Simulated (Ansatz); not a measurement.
Geometry optimisation, Ansatz 0.2.0, RKS r2SCAN/def2-SVP.

input.yaml

```yaml
crystal:
  periodic: [false, false, false]
  atoms:
    - { symbol: C, position_ang: [-1.9106, -0.9577, 0.4267] }
    - { symbol: O, position_ang: [-1.2981, 0.3305, 0.5433] }
    - { symbol: Si, position_ang: [-1.50149, 1.3369, -0.71086] }
    - { symbol: C, position_ang: [-3.24173, 2.18036, -0.78044] }
    - { symbol: C, position_ang: [-2.11476, 3.04783, -0.44793] }
    - { symbol: H, position_ang: [-1.6207, -1.4391, -0.4768] }
    - { symbol: H, position_ang: [-3.0032, -0.7148, 0.3057] }
    - { symbol: H, position_ang: [-1.7842, -1.5143, 1.3027] }
    - { symbol: H, position_ang: [-1.27224, 0.76272, -2.10003] }
    - { symbol: H, position_ang: [-3.82607, 1.78498, 0.07414] }
    - { symbol: H, position_ang: [-3.67206, 2.13681, -1.71139] }
    - { symbol: H, position_ang: [-1.97045, 3.43592, 0.54053] }
    - { symbol: H, position_ang: [-1.82718, 3.77367, -1.14862] }
basis:
  gaussian: { orbitals: def2-SVP }
hamiltonian:
  xc: r2scan
relax:
  f_tol: 0.015
  max_steps: 40
```

Command:

```bash
$ ansatz run input.yaml --threads 2 --pin off --max-ram 3072MiB --backend cpu --events-out ev --progress --plain --runs-dir out
```

Question: Where does it end, and by what steps?

Answer: The forces met the threshold. After 8 steps the energy has fallen by 0.873 eV; H7 moved furthest, 0.50 Å.

```tsv
step	energy less start (eV)	largest force component (eV/Å)	accepted
0	0.0000	3.051	yes
1	-0.6350	1.587	yes
2	-0.7567	0.845	yes
3	-0.8470	0.352	yes
4	-0.8651	0.251	yes
5	-0.7849	0.550	no
6	-0.8722	0.059	yes
7	-0.8726	0.032	yes
8	-0.8727	0.013	yes
```

```xyz
13
Properties=species:S:1:pos:R:3
C -1.869 -1.090 0.492
O -1.447 0.257 0.437
Si -1.767 1.281 -0.833
C -3.327 2.274 -0.861
C -2.029 3.058 -0.452
H -1.487 -1.679 -0.364
H -2.971 -1.174 0.506
H -1.477 -1.539 1.417
H -1.133 0.840 -2.102
H -4.064 2.143 -0.059
H -3.796 2.569 -1.808
H -1.987 3.390 0.593
H -1.690 3.834 -1.148
```

Whether the end is a true minimum wasn't checked by a vibrational analysis.

Run time: 33 s on 2 threads of Arm Neoverse V2, with other jobs on the host, peak memory 0.17 GiB.
